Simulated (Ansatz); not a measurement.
Species: sum formula SiNH$_{6}$, charge 1, multiplicity 1. It need not be the lowest isomer of its formula. 
Structure (B3LYP-D3(BJ)/def2-TZVP (Ansatz, a first-principles code) minimum search):
```
N
H 1 1.0232
H 1 1.0232 2 106.84
H 1 1.0232 2 106.84 3 114.07
Si 1 1.9068 2 111.99 3 -122.97
H 5 1.4666 1 102.21 2 180.00
H 5 1.4666 6 115.66 1 -110.11
H 5 1.4666 6 115.66 7 -139.78
```
Charge +1, spin multiplicity 1.

Parts of the frozen-core correlation energy in def2-QZVPP (Ansatz, hartree). Frozen orbitals: 6; correlated occupied orbitals by spin: 7 and 7; virtual: 294 and 294. Spin-orbit coupling is left out. No relativistic terms.

| term | value |
|---|---|
| reference (HF) | -346.71249 |
| MP2 opposite-spin | -0.30340 |
| MP2 same-spin | -0.06662 |
| CCSD correlation | -0.40052 |
| (T) | -0.01230 |
| T1 diagnostic | 0.009 |
| largest doubles amplitude | 0.024 |
